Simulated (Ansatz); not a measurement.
Reaction (ligand exchange at the Hf–Se bond): `[F][Hf]([F])([SeH])[SeH]` + H–F → `[F][Hf]([F])([F])[SeH]` + H₂Se

Computed with Ansatz on PBE0-D4/def2-TZVP structures; ΔE is electronic, products minus reactants. CCSD(T)/CBS adds triple-zeta CCSD(T) − MP2 to the extrapolated MP2 energy (def2 sets, frozen cores). This one scheme is used for every species. DFT in def2-TZVPP. Elements past krypton have def2 core potentials. For Hf, Se outer-core shells are correlated without core-valence functions, which leaves a few kJ/mol of doubt a bond. Scalar relativity is left out up to krypton. Each species was taken in one conformer, which may not be the lowest.

| level | ΔE (kJ/mol) | difference from CCSD(T)/CBS |
| --- | --- | --- |
| B2PLYP | -85.3 | -13.8 |
| PBE | -84.4 | -12.9 |
| BLYP | -99.1 | -27.6 |
| BHLYP | -91.2 | -19.7 |
| MP2/def2-SVP | -95.8 | -24.3 |
| CCSD(T)/def2-SVP | -102.0 | -30.5 |
| SCS-MP2/def2-TZVPP | -76.3 | -4.8 |
| CCSD/def2-TZVPP | -78.5 | -7.0 |
| CCSD(T)/def2-TZVPP | -74.6 | -3.1 |
| HF/def2-QZVPP | -94.7 | -23.2 |
| CCSD(T)/CBS | -71.5 | 0 |

Largest T1 diagnostic among the species: 0.015.

At CCSD(T), def2-SVP lies −30.5 kJ/mol from the extrapolated value and def2-TZVPP −3.1 kJ/mol. From BLYP to BHLYP (50 % exact exchange), in def2-TZVPP and without D4, ΔE moves by +7.8 kJ/mol. The D4 term adds +7.3 kJ/mol with B3LYP and +4.2 kJ/mol with PBE0; it sums over pairs of atoms, weighted by their polarisabilities, and B3LYP, whose exchange is more repulsive, gets the larger term.

B3LYP here is the variant with VWN-RPA as its local correlation; programs differ in this.

CCSD(T)/CBS has its own doubt, a few kJ/mol and more with outer-core shells, so smaller differences from it don't rank the levels.
